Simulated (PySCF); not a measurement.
A small calculation by hand: chemical shift, span and skew from a shielding tensor

Al(Cl)(Me)(OSiH3) (CH6AlClOSi), SMILES [O]([Al]([Cl])[CH3])[SiH3]. Atoms are numbered in the order given.

```xyz
11

Al     0.4024     0.6839     0.0000
Cl    -1.4422     1.7118     0.0000
C      2.0759     1.6583     0.0000
H      2.9459     0.9836     0.0000
H      2.1439     2.3130    -0.8850
H      2.1439     2.3130     0.8850
O      0.3354    -1.0094     0.0000
Si    -0.1556    -2.5882     0.0000
H      0.3693    -3.2794    -1.2133
H      0.3693    -3.2794     1.2133
H     -1.6450    -2.6817     0.0000
```
Charge 0, spin multiplicity 1.

Geometry: B3LYP-D3(BJ)/def2-SVP. The structure was generated by enumeration; whether it is a known compound was not checked. The values are those of a single conformer.

GIAO shieldings from KT2/pcSseg-1 (PySCF), non-relativistic, no solvent. The symmetric part of the tensor of C3 has the principal values 189.5, 190.9, 205.2 ppm. The same nucleus in TMS has σ = 185.1 ppm at this level (PySCF, at its B3LYP-D3(BJ)/def2-TZVP geometry). Without spin–orbit terms, shifts of atoms bonded to Cl or Br come out too high.

Work out the isotropic shielding, the ¹³C shift against TMS, the span and the skew.


σ(iso) = (σ11 + σ22 + σ33)/3 = 195.2 ppm. δ = σ(ref) − σ(iso) = 185.1 − (195.2) = -10.1 ppm.
Span Ω = σ33 − σ11 = 15.7 ppm. Skew κ = 3(σ(iso) − σ22)/Ω = 0.82. Tumbling in solution averages the tensor to δ; in a static solid the shielding alone would spread this spin-1/2 line over Ω.
